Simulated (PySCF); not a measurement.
# One molecule, several mistakes: CH8Si3

These are calculations, not measurements. They come from PySCF 2.14.0, an open-source quantum chemistry program, on an isolated molecule that a program drew, which may never have been made. The molecule is CH8Si3 (charge 0, singlet), drawn as the SMILES string `[SiH2]=C[SiH2][SiH3]`.

Each row is a Hartree-Fock (HF) and frozen-core CCSD(T) single point in the cc-pV(D+d)Z basis, meant for a local HF minimum. Run 1 is clean. Each other run has one planted mistake out of seven kinds, and not every kind appears here: one electron removed, one electron added, multiplicity raised by two, geometry at a saddle point, minimal basis STO-3G, one bond length entered in bohr, all coordinates scaled. The reference is restricted for singlets and unrestricted otherwise, and also for a bond in bohr. Adding or removing an electron swaps singlet and doublet. Electrons count all cores. HOMO and LUMO are orbital energies over both spins, the gradient is its largest component, and the lowest frequency (negative if imaginary) is given only where the gradient is small. Bond lengths are over the 11 bonds as drawn. T1 is the CCSD diagnostic: over 0.02 (restricted) or 0.045 (unrestricted) a single reference is doubtful.

Geometry of the clean run:
```xyz
12
CH8Si3, angstrom
Si    3.0783   -1.1987   -2.5918
C     2.0724   -0.9581   -1.2476
Si    0.4375   -0.0759   -1.2547
Si    0.4788    1.8499    0.1249
H     2.7338   -0.7366   -3.9449
H     4.3801   -1.8833   -2.5230
H     2.4273   -1.3417   -0.2927
H    -0.6587   -0.9593   -0.7753
H     0.1086    0.3386   -2.6438
H     1.4564    2.8402   -0.3938
H     0.8787    1.4876    1.5092
H    -0.8557    2.4997    0.1847
```

```
run  electrons  basis functions  <S^2>  HOMO (eV)  LUMO (eV)  gradient (hartree/bohr)  lowest frequency (cm^-1)  mean bond (Å)  longest bond (Å)      T1  HF (hartree)  CCSD(T) (hartree)                          mistake
  1         56              123  0.000      -8.65       1.76                  1.5e-05                        64         1.5804             2.369  0.0145    -909.27836         -909.80889                         no fault
  2         56              123  0.000      -8.58       1.69                  1.1e-02                         -         1.6057             2.407  0.0148    -909.27558         -909.80851           all coordinates scaled
  3         57              123  0.768       0.13       7.76                  5.4e-02                         -         1.5804             2.369  0.0160    -909.24246         -909.78338               one electron added
  4         56              123  2.028      -6.21       0.20                  1.0e-01                         -         1.5804             2.369  0.0157    -909.20642         -909.70121       multiplicity raised by two
  5         56              123  1.179      -8.59       1.30                  3.1e-02                         -         1.6994             2.779  0.0544    -909.17032         -909.68307  one bond length entered in bohr
  6         56               40  0.000      -5.56       7.20                  3.2e-02                         -         1.5804             2.369  0.0118    -898.78874         -899.05915                                ?
```

**Which mistake was planted in run 6, and what did it cost?**

It has 40 basis functions where the clean run has 123, with the same electrons and geometry. So the mistake is: minimal basis STO-3G. Subtracting run 1 and multiplying by 627.51 kcal/mol a hartree, the energy moved by 6582.3 kcal/mol in HF and 6745.6 kcal/mol in CCSD(T).

Cautions from the logs. Run 3: the HOMO is above zero, so the electron isn't bound and the energy depends on the basis; run 5: T1 is over the limit, so its CCSD(T) energy is less reliable.
